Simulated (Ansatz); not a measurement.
## Which is lower?

The two ends of one reaction step of CH5GaO, singlet (PBE0-D4/def2-TZVP).

A:

```json
{"atom": "Ga1", "x (Å)": "-1.6130", "y (Å)": "-0.4630", "z (Å)": "-1.1890"}
{"atom": "C2", "x (Å)": "0.9645", "y (Å)": "0.3000", "z (Å)": "0.7118"}
{"atom": "O3", "x (Å)": "-1.3763", "y (Å)": "-2.0823", "z (Å)": "-1.0739"}
{"atom": "H4", "x (Å)": "0.7176", "y (Å)": "-0.7406", "z (Å)": "0.4946"}
{"atom": "H5", "x (Å)": "-1.8600", "y (Å)": "1.0350", "z (Å)": "-1.3160"}
{"atom": "H6", "x (Å)": "0.1366", "y (Å)": "0.7841", "z (Å)": "1.2324"}
{"atom": "H7", "x (Å)": "1.1849", "y (Å)": "0.8370", "z (Å)": "-0.2123"}
{"atom": "H8", "x (Å)": "1.8458", "y (Å)": "0.3299", "z (Å)": "1.3523"}
```

B:

```tsv
atom	x (Å)	y (Å)	z (Å)
Ga1	-0.7429	-0.0289	-0.5417
C2	0.7077	0.7309	0.5401
O3	-0.8742	-1.8112	-0.6992
H4	-0.1980	-2.2977	-0.2239
H5	-1.8609	0.7234	-1.3285
H6	0.2955	1.3352	1.3521
H7	1.3283	1.3909	-0.0711
H8	1.3445	-0.0425	0.9721
```

Ansatz 0.2.0; basis: def2-TZVPP; cores frozen in the correlated methods. Filled d shells of the heavier atoms are correlated. The def2 sets are not built for correlating such inner shells, so the correlated values are less sure here. B3LYP uses VWN-RPA correlation.

(1) Which structure is lower at CCSD(T), and by how much? (To be estimated.)

The T1 diagnostic stays at or below 0.024.

Results:

(1) Computed: B, by 1.737 eV (electronic energy, against the other). By their contacts, A is a complex of GaHO ([O][GaH]) + CH₄ and B is CH₅GaO ([CH3][GaH][OH]).

All methods give the same order:

| method | E(B) − E(A) (eV) |
| --- | --- |
| SPW92 | -1.775 |
| PBE-D4 | -1.498 |
| BLYP-D4 | -1.331 |
| r2SCAN-D4 | -1.690 |
| B97M-V | -1.634 |
| PBE0-D4 | -1.851 |
| B3LYP-D4 | -1.643 |
| r2SCAN0-D4 | -1.964 |
| BHLYP-D4 | -2.014 |
| CAM-B3LYP-D4 | -1.818 |
| wB97X-V | -1.882 |
| wB97M-V | -1.868 |
| B2PLYP | -1.568 |
| PBE-QIDH | -1.901 |
| RPA on PBE | -1.573 |
| HF | -2.294 |
| MP2 | -1.617 |
| CCSD | -1.894 |
| CCSD(T) | -1.737 |

Labels in which every atom is bracketed show which atoms are joined, not bond orders.

For scale, one of the runs: CCSD(T)/def2-TZVPP, 180 basis functions, launched by `ansatz run in.yaml --threads 2 --pin off --events-out ev --progress --plain --max-ram 4352MiB`. Time: 62 s of wall clock on 2 CPU threads of an Arm Neoverse V1; the host was shared. Peak host memory: 1.8 GiB.
